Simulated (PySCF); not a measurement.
# Working out the ionisation energy of Co

Co [Ar] 3d7 4s2 (4F) → Co⁺ [Ar] 3d8 (3F). All numbers are calculated (PySCF 2.14, the spin-free X2C one-electron Hamiltonian (Gaussian nucleus), in x2c-SVPall (5s3p3d1f, 36 functions)). Frozen: [Ar]. Energies in hartree (1 hartree = 27.21139 eV):

```
             part    Co (lower)   Co⁺ (upper)
              UHF  -1391.640181  -1391.337194
MP2 opposite-spin     -0.092798     -0.115406
    MP2 same-spin     -0.056327     -0.073137
```

**Question.** What does Hartree-Fock give?

**Answer.** (-1391.337194) − (-1391.640181) = 0.302987 hartree = 8.245 eV.

**Question.** What do MP2 and SCS-MP2 (6/5 opposite-spin, 1/3 same-spin) give?

**Answer.** The opposite-spin parts differ by -0.615 eV and the same-spin parts by -0.457 eV. MP2: 8.245 + (-0.615) + (-0.457) = 7.173 eV. SCS-MP2: 8.245 + 1.2 × (-0.615) + (-0.457)/3 = 7.355 eV.

Measured between the centres of the two terms (NIST): 7.869 eV, so MP2 (valence) is off by -0.696 eV.

A double-zeta basis recovers only part of the correlation energy.

What remains against the reference includes basis incompleteness, the frozen core and correlation beyond second order.
